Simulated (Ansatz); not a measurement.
Two isomers of CH7NOSi: A = `N[SiH2]CO`, B = `CN[SiH2]O`.

Isolated molecules relaxed with PBE0-D4/def2-TZVP in Ansatz; ΔE leaves out vibrations. CCSD(T)/CBS adds triple-zeta CCSD(T) − MP2 to the extrapolated MP2 energy (def2 sets, frozen cores). Functionals use def2-TZVPP. B3LYP here is the variant with VWN-RPA as its local correlation; programs differ in this. One conformer a species, not always the lowest.

A:

```xyz
11

N     0.902    0.731    1.049
Si   -0.628    0.031    0.633
C    -0.354   -0.753   -1.058
O     0.387    0.131   -1.884
H     0.915    1.619    1.525
H     1.646    0.143    1.390
H    -1.585    1.165    0.565
H    -1.133   -0.988    1.600
H     0.157   -1.724   -0.955
H    -1.307   -0.960   -1.554
H     1.000    0.605   -1.309
```

B:

```xyz
11

C     0.0930    1.4814   -0.5217
N     0.3504    0.0743   -0.7322
Si   -0.3302   -1.2028    0.1694
O     0.3802   -1.6010    1.6064
H     0.8601    1.9780    0.0857
H    -0.8635    1.6017   -0.0065
H     0.0153    2.0190   -1.4719
H     1.1783   -0.1092   -1.2768
H    -0.1976   -2.4387   -0.6326
H    -1.7373   -0.7947    0.4324
H     0.2513   -1.0083    2.3477
```

**Question.** Which isomer does CCSD(T)/CBS put lower? Give the gap. (Estimate.)

**Answer.** Ansatz gave: B, by 32.4 kcal/mol.

**Question.** Give E(B) − E(A) in kcal/mol with CCSD(T)/def2-TZVPP, MP2/def2-TZVPP, B3LYP-D4, CCSD/def2-TZVPP, r2SCAN-D4, B3LYP, PBE-D4. (Best estimate.)

**Answer.** Computed: CCSD(T)/def2-TZVPP -32.3, MP2/def2-TZVPP -33.6, B3LYP-D4 -31.7, CCSD/def2-TZVPP -32.8, r2SCAN-D4 -31.1, B3LYP -31.9, PBE-D4 -28.7. None reverses the order clearly.

**Question.** Does the order hold for the free energy at 298.15 K (harmonic terms from PBE0-D4)? (Best estimate.)

**Answer.** Computed: Yes: G(B) − G(A) = -32.5 kcal/mol, for one conformer each.

Largest T1 diagnostic: 0.011.

From PBE to PBE0 (25 % exact exchange), in def2-TZVPP and without D4, E(B) − E(A) moves by −1.4 kcal/mol. In def2-TZVPP, CCSD(T) changes the Hartree–Fock value by +3.2 kcal/mol (the triples alone add +0.5 kcal/mol) and MP2 by +1.8 kcal/mol.
